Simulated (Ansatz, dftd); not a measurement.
Reaction: C2H5Si (SMILES C=C[SiH2], doublet) → C2H5Si (SMILES [C]([SiH3])=C, doublet)
Each species at its own B3LYP-D3(BJ)/def2-TZVP minimum (Ansatz, a program for electronic structure).

Property: isomerisation energy (electronic), in kcal/mol. Radicals and triplets start from unrestricted determinants; spin-orbit coupling is neglected. Correlated methods leave the cores frozen. Rows without X2C or -DK are non-relativistic. CBS(X,Y): correlation extrapolated as X^-3, Hartree-Fock from the larger set. A bracket is a step between two methods taken in the basis named. Functionals run without relativity, which enters their misses. Double hybrids freeze cores in their MP2 part. '+ core + X2C': CCSD(T) terms for core correlation (cc-pwCVTZ, 1s frozen past Ne) and scalar relativity (cc-pVTZ-DK). The UHF reference of C2H5Si (C=C[SiH2], doublet) is spin-contaminated (<S^2> up to 0.16 over the pure value in the sets run). The UHF reference of C2H5Si (C=[C][SiH3], doublet) is spin-contaminated (<S^2> up to 0.19 over the pure value in the sets run).

Compared with CCSD(T)/CBS(cc-pV(T+d)Z,cc-pV(Q+d)Z) + [CCSDT(Q) - CCSD(T)]/cc-pV(D+d)Z + core + X2C (Ansatz): 14.5 kcal/mol.

Costs are rough ratios of core time, to one figure, on one kind of shared machine, summed over the single points of the molecules; atoms, geometries and frequencies are left out. The first row took roughly 20 core seconds; short runs hold start-up time.

| level | program | cost relative to the first row | difference (kcal/mol) |
|---|---|---|---|
| B3LYP-D4/def2-TZVPD | Ansatz + dftd4 | 1 | -0.6 |
| r2SCAN-D4/def2-TZVPD | Ansatz + dftd4 | 1 | -0.5 |
| B2PLYP-D3(BJ)/def2-TZVPD | Ansatz + dftd3 | 1 | -0.3 |
| B2GP-PLYP-D4/def2-TZVPD | Ansatz + dftd4 | 2 | -0.3 |
| wB97X-V/def2-TZVPD | Ansatz | 2 | -1.5 |
| wB97M-V/def2-TZVPD | Ansatz | 2 | -1.1 |
| CCSDT(Q)/cc-pV(D+d)Z | Ansatz | 100 | 0.2 |

The dearest row costs roughly 100 times the first. Costs within a factor of two don't rank. The table holds for this case alone.
